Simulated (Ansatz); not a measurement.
Consider the silylene formation by 1,1-elimination: `CO[SiH](F)[SeH]` → `CO[Si]F` + H₂Se.

Program: Ansatz. Geometries: PBE0-D4/def2-TZVP. ΔE: electronic, gas phase. CBS: MP2 limit from def2 TZ/QZ plus the TZ coupled-cluster correction, frozen cores. DFT in def2-TZVPP. B3LYP here is the variant with VWN-RPA as its local correlation; programs differ in this. HSE06 is defined as in plane-wave codes. For Se outer-core shells are correlated without core-valence functions, which leaves a few kJ/mol of doubt a bond. Scalar relativity is left out up to krypton. Each species was taken in one conformer, which may not be the lowest.

| level | ΔE (kcal/mol) | difference from CCSD(T)/CBS |
| --- | --- | --- |
| LDA (SPW92) | 49.0 | 1.3 |
| PBE-D4 | 44.6 | -3.1 |
| revPBE-D4 | 44.2 | -3.5 |
| BLYP-D4 | 39.9 | -7.8 |
| r2SCAN-D4 | 50.3 | 2.6 |
| B97M-V | 46.0 | -1.7 |
| B3LYP-D4 | 44.1 | -3.6 |
| r2SCANh-D4 | 51.1 | 3.4 |
| HSE06-D4 | 48.9 | 1.2 |
| BHLYP-D4 | 48.9 | 1.2 |
| CAM-B3LYP-D4 | 45.2 | -2.5 |
| ωB97X-V | 48.0 | 0.3 |
| ωB97M-V | 44.0 | -3.7 |
| B2PLYP | 44.0 | -3.7 |
| PBE-QIDH | 51.2 | 3.5 |
| PBE | 42.3 | -5.4 |
| revPBE | 39.2 | -8.5 |
| r2SCAN | 49.7 | 2.0 |
| r2SCANh | 50.5 | 2.8 |
| r2SCAN0 | 51.6 | 3.9 |
| HSE06 | 47.0 | -0.7 |
| BHLYP | 45.6 | -2.1 |
| CAM-B3LYP | 43.1 | -4.6 |
| LC-ωPBE | 48.9 | 1.2 |
| RPA@PBE/def2-TZVPP | 41.4 | -6.3 |
| HF/def2-SVP | 43.8 | -3.9 |
| MP2/def2-SVP | 45.6 | -2.1 |
| CCSD/def2-SVP | 40.8 | -6.9 |
| CCSD(T)/def2-SVP | 40.8 | -6.9 |
| HF/def2-TZVPP | 46.2 | -1.5 |
| MP2/def2-TZVPP | 49.8 | 2.1 |
| SCS-MP2/def2-TZVPP | 47.2 | -0.5 |
| CCSD/def2-TZVPP | 45.4 | -2.3 |
| CCSD(T)/def2-TZVPP | 45.6 | -2.1 |
| HF/def2-QZVPP | 46.1 | -1.6 |
| MP2/def2-QZVPP | 51.0 | 3.3 |
| SCS-MP2/def2-QZVPP | 48.5 | 0.8 |
| HF/CBS(def2) | 46.1 | -1.6 |
| MP2/CBS(def2) | 51.9 | 4.2 |
| CCSD/CBS(def2) | 47.6 | -0.1 |
| CCSD(T)/CBS | 47.7 | 0 |

Largest T1 diagnostic among the species: 0.014.

From r2SCAN to r2SCAN0 (25 % exact exchange), in def2-TZVPP and without D4, ΔE moves by +1.8 kcal/mol. Leaving LDA and LC-ωPBE aside and taking each functional with its dispersion term where it has one, the values, not all of them listed here, spread over 12.4 kcal/mol, from BLYP-D4 to r2SCAN0-D4. LDA lies +6.7 kcal/mol from PBE without D4.
